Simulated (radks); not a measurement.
Q: Coherent X-ray form factor from a spherical all-electron density. All-electron calculation, Dirac Kohn-Sham, BLYP, spin-unpolarised, spherical densities, finite nucleus; Fermi nuclear charge, rms radius of each element as measured or else 0.836 A^(1/3) + 0.57 fm. Program: a radial shooting solver on a logarithmic mesh with Libxc functionals.

sin(theta)/lambda (1/angstrom)  f0 (electrons)
0.05                                    50.124
0.1                                     47.830
0.15                                    44.830
0.2                                     41.724
0.25                                    38.798
0.3                                     36.119
0.4                                     31.411
0.5                                     27.460
0.6                                     24.253
0.8                                     19.812
1                                       16.991
1.25                                    14.227
1.5                                     11.732
2                                        7.944

The species is in the configuration that NIST lists as its ground one. Which atom or ion scatters so?

A: The tellurium ion Te+, [Kr] 4d10 5s2 5p3. Extrapolating in s^2 from the first two rows gives f0(0) = 50.9, near the electron count 51; among species with that count, the fall with angle is slower the higher Z, and the table is that of Z = 52; from so few rows the species is fixed only to a neighbour or two.
